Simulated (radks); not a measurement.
Neutral thulium, 69 electrons, occupied as [Xe] 4f13 6s2.

All-electron calculation, scalar-relativistic Kohn-Sham, PBE, spin-polarised, spherical densities, point nucleus; open shells are filled with parallel spins first (spin-orbit coupling, left out, can overturn this in heavy ions). Program: a radial shooting solver on a logarithmic mesh with Libxc functionals.

Energy parts (hartree):
part                       energy
total                 -13567.4764
kinetic                14749.0458
electron-nucleus      -33349.3683
Hartree                 5317.9891
exchange-correlation    -285.1431

Orbitals (lengths in bohr, moments of r in powers of bohr; r(90%) holds 90 % of the orbital's charge):
| orbital | occ. | eigenvalue (hartree) | r(90%) | <r> |
|---|---|---|---|---|
| 1s up | 1 | -2178.935 | 0.0363 | 0.02001 |
| 1s down | 1 | -2178.935 | 0.0363 | 0.02001 |
| 2s up | 1 | -367.6161 | 0.131 | 0.08487 |
| 2s down | 1 | -367.6156 | 0.131 | 0.08487 |
| 2p up | 3 | -324.5494 | 0.123 | 0.07541 |
| 2p down | 3 | -324.5491 | 0.123 | 0.07541 |
| 3s up | 1 | -82.62743 | 0.324 | 0.2210 |
| 3s down | 1 | -82.61122 | 0.324 | 0.2209 |
| 3p up | 3 | -69.58887 | 0.329 | 0.2203 |
| 3p down | 3 | -69.57266 | 0.329 | 0.2203 |
| 3d up | 5 | -53.50214 | 0.311 | 0.1999 |
| 3d down | 5 | -53.48979 | 0.311 | 0.1998 |
| 4s up | 1 | -16.29131 | 0.715 | 0.4978 |
| 4s down | 1 | -16.25777 | 0.715 | 0.4978 |
| 4p up | 3 | -12.00770 | 0.769 | 0.5284 |
| 4p down | 3 | -11.97474 | 0.769 | 0.5285 |
| 4d up | 5 | -6.32228 | 0.860 | 0.5715 |
| 4d down | 5 | -6.28990 | 0.860 | 0.5717 |
| 4f up | 7 | -0.12746 | 1.41 | 0.8060 |
| 4f down | 6 | -0.09934 | 1.44 | 0.8175 |
| 5s up | 1 | -1.96926 | 1.78 | 1.229 |
| 5s down | 1 | -1.95379 | 1.78 | 1.232 |
| 5p up | 3 | -0.99406 | 2.18 | 1.471 |
| 5p down | 3 | -0.98326 | 2.19 | 1.476 |
| 6s up | 1 | -0.14287 | 5.92 | 3.964 |
| 6s down | 1 | -0.14201 | 5.94 | 3.978 |

The highest occupied level is 4f down at -2.703 eV. The density falls to 0.001 e/bohr^3 at r = 5.07 bohr.
